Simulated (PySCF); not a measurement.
Dipole moment and polarisability of `[SiH3]C1([SiH3])C=C[SiH2]1`

Species: C₃H₁₀Si₃.
SMILES with atom numbers: `[SiH3:1][C:2]1([SiH3:3])[CH:4]=[CH:5][SiH2:6]1` (hydrogens: H7, H8, H9 on Si1; H10, H11, H12 on Si3; H13 on C4; H14 on C5; H15, H16 on Si6)

Structure used (GFN2-xTB), in Å, numbered top down from 1:
```
atom  x, y, z in Å
Si1    1.7963    0.6518   -0.4887
C2     0.0343    0.1185   -0.0214
Si3   -1.0765    1.6065    0.3788
C4    -0.5768   -0.7643   -1.0700
C5    -0.8030   -1.9489   -0.4909
Si6   -0.1182   -1.4170    1.1761
H7     1.7765    1.5470   -1.6507
H8     2.5976   -0.5278   -0.8334
H9     2.4125    1.3425    0.6460
H10   -0.5381    2.3147    1.5422
H11   -2.4373    1.1464    0.6777
H12   -1.1461    2.5266   -0.7615
H13   -0.7775   -0.4591   -2.0881
H14   -1.2362   -2.8269   -0.9423
H15   -1.0528   -1.2807    2.2930
H16    1.1377   -2.0204    1.6218
```

Level: B3LYP/def2-SVPD (PySCF), static field, nuclei fixed, core orbitals frozen in the response. The polarisability tensor in these axes (au):

```
x   110.04   3.03  -2.70
y     3.03 124.15  -5.89
z    -2.70  -5.89 107.46
```

Question: Diagonalise the tensor; give its mean and Δα, where Δα² is half the sum of the squared differences of the eigenvalues.

Answer: Principal values 104.97, 109.84 and 126.84 au; mean 113.88 au = 16.88 Å³ = 18.78 × 10⁻⁴⁰ C²·m²/J; Δα = 19.89 au (17 % of the mean).

Question: What is the dipole moment, and where does it point?

Answer: (-0.20, -0.63, 0.02) D, 0.67 D in size, pointing from the negative to the positive side. Measured along this direction, the outermost atoms are H12, H7, H9 and H10 at the negative end and H14 at the positive end.

Question: Along which axes do the principal values lie, and how far do the nuclei extend along each?

Answer: Largest value along (0.22, 0.93, -0.31), where the nuclei span 4.92 Å; middle along (0.91, -0.31, -0.27), 5.52 Å; least along (0.35, 0.22, 0.91), 4.01 Å. The strongest response doesn't lie along the longest of the three spans.

Question: What molar refraction does this α imply?

Answer: Lorentz–Lorenz: R = (4π/3)N_A α = 2.5225 cm³/(mol·Å³) × 16.88 Å³ = 42.6 cm³/mol, in the limit of long wavelengths.

Question: Refractivity n − 1 of an ideal gas of it at 273.15 K and 1 atm, from the electronic α?

Answer: N = p/kT = 2.6868 × 10¹⁹ cm⁻³, so n − 1 = 2π × N × 16.88 × 10⁻²⁴ cm³ = 2849 × 10⁻⁶ at long wavelengths.

Question: What depolarisation ratio follows for Rayleigh scattering of linearly polarised light, taking the static tensor?

Answer: ρ = 3Δα²/(45ᾱ² + 4Δα²) = 1186.8/(583631 + 1582.3) = 0.00203.

Geometry: GFN2-xTB; no solvent, vibrations or thermal averaging.
